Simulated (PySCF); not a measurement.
Ionising RbSr

ROHF-SCS-MP2; Rb def2-SVPD with ECP28, Sr def2-SVPD with ECP28; scalar-relativistic core potentials (PySCF 2.14). Neutral (ROHF): doublet (σ ↑), Re = 5.247 Å, ωe = 23.3 cm⁻¹, De = 0.08 eV.

RbSr⁻ (RHF): singlet (closed shell), Re = 5.171 Å, ωe = 32.0 cm⁻¹. The energies at the minima are -54.27191 hartree for RbSr and -54.28989 for RbSr⁻.

Question: Work out the adiabatic electron affinity, without and with harmonic zero-point energies (1 hartree = 27.2114 eV, 1 eV = 8065.5 cm⁻¹), and the change of the bond length.

Answer: At SCS-MP2: 0.01798 hartree = 0.489 eV between the minima; the zero-point term (23.3 − 32.0)/2 cm⁻¹ = -0.001 eV makes it 0.489 eV. Re changes by -7.6 pm against the neutral. The electron enters a σ orbital, and the shorter bond of the ion fits a bonding orbital, or a change in how ionic the bond is.

Correlated steps freeze no core orbitals. Weak bonds: RbSr. Basis-set superposition, not corrected here, can be much of De in a small basis, most of all at correlated wavefunction levels. States were picked by a PBE0 search and need not be the measured ground states.
